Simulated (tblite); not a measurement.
Species: C₈H₈OP₂.
Structure used (GFN2-xTB), in Å, numbered top down from 1:
```xyz
19
C8H8OP2 angstrom
C     -0.995   -2.767    0.517
C     -0.356   -1.833   -0.171
C     -0.742   -0.414   -0.166
C     -2.092   -0.158   -0.370
P     -2.946    1.345   -0.451
C     -1.674    2.505   -0.281
P      0.020    2.302   -0.044
C      0.252    0.565   -0.002
C      1.635    0.128    0.312
C      2.734    1.117    0.000
O      1.878   -0.952    0.805
H     -1.814   -2.528    1.177
H     -0.695   -3.799    0.479
H      0.494   -2.096   -0.785
H     -2.722   -1.031   -0.502
H     -1.992    3.543   -0.321
H      2.643    1.485   -1.020
H      2.665    1.965    0.680
H      3.698    0.634    0.136
```

Method: GFN2-xTB as coded in tblite; computed harmonic values from a numerical Hessian at the method's own geometry, unscaled. Against measured fundamentals such values can be off by several per cent, at times by over 20. One conformer, not necessarily the lowest.

Harmonic wavenumbers (cm⁻¹): 39.8, 54.6, 109.9, 118.2, 148.7, 207.5, 227.3, 254.7, 283.0, 317.3, 354.1, 395.3, 445.6, 477.2, 525.9, 575.0, 602.5, 662.3, 686.0, 751.4, 770.4, 821.7, 885.5, 891.9, 959.5, 969.1, 979.4, 993.7, 1005.1, 1030.6, 1091.2, 1182.5, 1205.6, 1244.7, 1273.2, 1362.5, 1392.5, 1414.2, 1425.4, 1438.6, 1456.1, 1676.3, 1713.4, 2997.7, 3009.3, 3022.1, 3028.3, 3047.7, 3066.0, 3100.4, 3135.3.

A = 1120, B = 806.9, C = 479.9 MHz; mass 182.005 u (most abundant isotopes); point group C1, symmetry number 1.

**Question.** What is the zero-point energy?

**Answer.** ½Σν̃ = 29413 cm⁻¹ = 351.86 kJ/mol.

**Question.** Entropy at 500 K, 1 bar (ideal gas, RRHO, classical rotation)?

**Answer.** Translation 184.51, rotation 136.08, vibration 246.18: S = 566.8 J/(mol K).

**Question.** And Cp and H(500 K) − H(0)?

**Answer.** Cp = 264.25 J/(mol K), of which vibrations give 230.99 (their classical limit is 51 R = 424.0); H(500 K) − H(0) = 79.02 kJ/mol without the zero-point energy, 62.39 from vibrations.

**Question.** Which modes carry the vibrational entropy at 500 K?

**Answer.** 39.8 cm⁻¹: 26.34; 54.6 cm⁻¹: 23.71; 109.9 cm⁻¹: 17.92; 118.2 cm⁻¹: 17.32; 148.7 cm⁻¹: 15.44; 207.5 cm⁻¹: 12.72 J/(mol K); the other 45 give 132.73 together.

**Question.** What must be added to the electronic energy to get the Gibbs energy at 500 K and 1 bar?

**Answer.** ZPE + [H(500 K) − H(0)] − T·S = 351.86 + 79.02 − 283.38 = 147.50 kJ/mol.

**Question.** How do the functions run with temperature in this model?

**Answer.** 
```csv
T (K),S (J/(mol K)),Cp (J/(mol K)),H − H(0) (kJ/mol),G − H(0) (kJ/mol),ln q(vib)
150,350.8,113.4,10.89,-41.72,3.71
250,420.3,162.7,24.71,-80.36,6.88
298.15,450.9,185.5,33.09,-101.34,8.39
400,511.7,229.2,54.28,-150.40,11.56
600,617.5,292.2,106.89,-263.61,17.55
900,747.7,348.4,203.78,-469.14,25.78
```

q(vib) and H(0) count from the zero-point level.

**Question.** Blend soft modes into free rotors: weight 1/[1 + (100 cm⁻¹/ν̃)⁴] for the oscillator and the rest for a rotor with moment μB/(μ + B), μ = h/(8π²ν), B = 10⁻⁴⁴ kg m². What vibrational entropy results?

**Answer.** 227.75 J/(mol K) in place of 246.18, which changes −T·S at 500 K by +9.21 kJ/mol.

Hindered rotation and anharmonicity are outside this model. Other conformers, if any are populated, would add a mixing term that is left out. The structure is chiral; the term R ln 2 for an equal mix with its mirror image is left out.

Hardware: one thread of an Arm Neoverse V2, no GPU, shared host. Cost: 0.89 s of wall time. This covers the Hessian and the dipole derivatives.
